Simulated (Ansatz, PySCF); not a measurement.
Spin states of H2O2W (SMILES [OH][W][OH]), each relaxed with B3LYP-D3(BJ)/def2-TZVP.
State 1 (charge 0, multiplicity 3):
```xyz
5

W     -0.010     0.006    -0.011
O      1.324     0.257    -1.244
H      2.018     0.388    -1.886
O     -1.345    -0.245     1.221
H     -2.040    -0.376     1.863
```
State 2 (charge 0, multiplicity 1):
```xyz
5

W     -0.007     0.005    -0.008
O      1.324     0.256    -1.241
H      2.014     0.388    -1.889
O     -1.342    -0.245     1.222
H     -2.042    -0.375     1.858
```

```json
[
 {"level": "PBE-D3(BJ)/def2-TZVPP", "energy of the multiplicity-1 state less that of the multiplicity-3 state (kcal/mol)": "20.78", "cost": "×1"},
 {"level": "BLYP/def2-TZVPP", "energy of the multiplicity-1 state less that of the multiplicity-3 state (kcal/mol)": "17.82", "cost": "×2"},
 {"level": "BLYP-D3(BJ)/def2-TZVPP", "energy of the multiplicity-1 state less that of the multiplicity-3 state (kcal/mol)": "17.82", "cost": "×2"},
 {"level": "BLYP-D4/def2-TZVPP", "energy of the multiplicity-1 state less that of the multiplicity-3 state (kcal/mol)": "17.82", "cost": "×2"},
 {"level": "r2SCAN-D3(BJ)/def2-TZVPP", "energy of the multiplicity-1 state less that of the multiplicity-3 state (kcal/mol)": "21.54", "cost": "×4"},
 {"level": "r2SCAN-D4/def2-TZVPP", "energy of the multiplicity-1 state less that of the multiplicity-3 state (kcal/mol)": "21.54", "cost": "×4"},
 {"level": "B3LYP-D4/def2-TZVPP", "energy of the multiplicity-1 state less that of the multiplicity-3 state (kcal/mol)": "18.43", "cost": "×1"},
 {"level": "PBE0-D3(BJ)/def2-TZVPP", "energy of the multiplicity-1 state less that of the multiplicity-3 state (kcal/mol)": "21.62", "cost": "×1"},
 {"level": "PBE0-D4/def2-TZVPP", "energy of the multiplicity-1 state less that of the multiplicity-3 state (kcal/mol)": "21.62", "cost": "×1"},
 {"level": "B2PLYP/def2-TZVPP", "energy of the multiplicity-1 state less that of the multiplicity-3 state (kcal/mol)": "18.82", "cost": "×2"},
 {"level": "B2PLYP-D3(BJ)/def2-TZVPP", "energy of the multiplicity-1 state less that of the multiplicity-3 state (kcal/mol)": "18.82", "cost": "×2"},
 {"level": "CCSD/def2-SVP", "energy of the multiplicity-1 state less that of the multiplicity-3 state (kcal/mol)": "19.45", "cost": "-"},
 {"level": "CCSD/def2-TZVPP", "energy of the multiplicity-1 state less that of the multiplicity-3 state (kcal/mol)": "18.84", "cost": "-"},
 {"level": "CCSD(T)/CBS(def2-SVP, def2-TZVPP)", "energy of the multiplicity-1 state less that of the multiplicity-3 state (kcal/mol)": "17.43", "cost": "×20"}
]
```

The rows run from 17.43 (CCSD(T)/CBS(def2-SVP, def2-TZVPP)) to 21.62 kcal/mol (PBE0-D3(BJ)/def2-TZVPP). The dispersion term adds 0.00 in BLYP-D3(BJ), 0.00 in BLYP-D4, 0.00 in B2PLYP-D3(BJ).

Singlets are restricted, other states unrestricted; no spin–orbit coupling, no relativity up to Kr; see below for the cores. The largest T1 diagnostic is 0.022.

Correlated levels freeze the inner cores; with def2 sets outer-core shells near the valence are correlated too. CBS: X⁻³ extrapolation of the correlation energy, Hartree–Fock from the larger set.

Doubts at one or more of the structures used: a restricted determinant that unrestricted orbitals would lower (B2PLYP/def2-TZVPP, B2PLYP-D3(BJ)/def2-TZVPP, CCSD/def2-SVP, CCSD/def2-TZVPP, CCSD(T)/CBS(def2-SVP, def2-TZVPP)).

The values were computed with Ansatz (an electronic-structure program); PySCF for the dispersion terms. Values without a source in brackets are computed. In def2 rows elements past Kr take small-core potentials, without spin–orbit coupling.

Costs are rough ratios of core time to PBE/def2-TZVPP (about 14 s over the structures, on one shared machine); a dash marks a level with no comparable run of its own.
